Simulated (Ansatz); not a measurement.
`[CH3][SnH2][GeH3]` → `[CH3][SnH3]` + `[GeH2]` at 298.15 K and 1 bar (germylene loss).

Computed with Ansatz on PBE0-D4/def2-TZVP structures; ΔE is electronic, products minus reactants. CBS: MP2 limit from def2 TZ/QZ plus the TZ coupled-cluster correction, frozen cores. def2 core potentials past Kr. For Ge, Sn outer-core shells are correlated without core-valence functions, which leaves a few kJ/mol of doubt a bond. Scalar relativity is left out up to krypton.

| species | CCSD(T)/CBS energy (Eh) | H − E (kJ/mol) | S (J/(mol·K)) |
| --- | --- | --- | --- |
| `[CH3][SnH2][GeH3]` | -2332.99556 | 213.6 | 374.0 |
| `[CH3][SnH3]` | -255.66383 | 162.1 | 284.7 |
| `[GeH2]` | -2077.24753 | 38.7 | 220.4 |

H − E and S are ideal-gas, rigid-rotor, harmonic terms from PBE0-D4/def2-TZVP. 1 Eh = 2625.50 kJ/mol, R = 8.31446 J/(mol·K).

Problem. By hand: ΔE, ΔH, ΔS and ΔG.

Solution. ΔE = (-255.66383) + (-2077.24753) − (-2332.99556) = 0.08420 Eh = 221.1 kJ/mol. Δ(H − E) = 162.1 + 38.7 − 213.6 = -12.8, so ΔH = 208.3 kJ/mol. ΔS = 284.7 + 220.4 − 374.0 = 131.1 J/(mol·K). ΔG = 208.3 − 298.15 × (131.1)/1000 = 169.2 kJ/mol.

Problem. By hand: the equilibrium constant, and the temperature at which ΔG would vanish if ΔH and ΔS stayed fixed.

Solution. log₁₀ K = −ΔG/(RT ln 10) = -29.6. ΔG = 0 at ΔH/ΔS = 1589 K.

The number of gas molecules changes by +1, which sets the sign of ΔS. A doubt of 5 kJ/mol in ΔE shifts log₁₀ K by 0.9 here. These are equilibria of isolated gas molecules and say nothing of rates. Largest T1 diagnostic: 0.012 (customary marks: 0.02 for closed shells, 0.045 for open ones).
